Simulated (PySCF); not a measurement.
C7H16NP.
Structure used (GFN2-xTB), in Å, numbered top down from 1:
```xyz
25
C7H16NP angstrom
C      3.2039    0.2658    0.4742
C      2.1428   -0.8212    0.5623
C      1.1793   -0.7650   -0.6227
P     -0.1172    0.4945   -0.3729
N      0.5294    1.9038   -0.2400
C     -1.5124    0.0065   -1.5325
C     -2.1589   -0.8474   -0.4275
C     -1.3864   -0.2930    0.7874
C     -2.1475    0.7699    1.5604
H      2.7224    1.2360    0.4023
H      3.8431    0.2466    1.3539
H      3.8240    0.1190   -0.4077
H      2.6234   -1.8037    0.5940
H      1.5757   -0.6971    1.4897
H      1.7122   -0.5119   -1.5425
H      0.6714   -1.7234   -0.7647
H     -0.1301    2.6559   -0.0887
H     -1.2528   -0.5226   -2.4480
H     -2.1173    0.8746   -1.7998
H     -1.9523   -1.9068   -0.5753
H     -3.2381   -0.7174   -0.3468
H     -1.0224   -1.0602    1.4745
H     -2.5214    1.5360    0.8812
H     -2.9934    0.3364    2.0931
H     -1.4884    1.2491    2.2836
```

Computed at PBE0/pcSseg-1 (PySCF, non-relativistic), with Q(14N) = 0.02044 b: N5, 14N (I = 1): χzz = 2.901 MHz, η = 0.562.

(1) Where would the pure quadrupole (NQR) lines of 14N at N5 fall for the rigid, isolated species?

Answers

(1) From ν± = (3/4)|χ|(1 ± η/3) and ν0 = |χ|η/2: ν+ 2.583 MHz, ν− 1.768 MHz, ν0 0.814 MHz (nitrogen bonded to P and H).

In a crystal, neighbours and librations shift these lines. GFN2-xTB bond lengths can be off by several hundredths of an ångström, more for odd bonds, and the gradients follow them. With a basis this small, the couplings can be 20 % off.

One conformer stands for the species.
